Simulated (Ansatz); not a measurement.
A structure relaxed at PBE-D4/def2-SVPD in Ansatz, charge -1, singlet:

Cartesian coordinates in Å:
```
Cu -0.791 -1.175 0.314
Cu 0.575 0.154 -1.322
Cu 0.152 1.055 0.984
Br 0.819 2.510 -0.828
Br 1.828 -0.979 0.704
Br -1.671 0.043 2.208
Br -0.912 -1.607 -2.060
```

Q: Give its formula and point group.

A: Cu3Br4⁻. Point group C3v (tolerance 0.1 Å).

Q: Summarise the bond lengths by kind (pairs closer than 1.2 times the sum of covalent radii, bridged metal pairs left out).

A: 9 × Br–Cu 2.42 to 2.66 Å.

The structure comes from a short search, and lower isomers may exist.
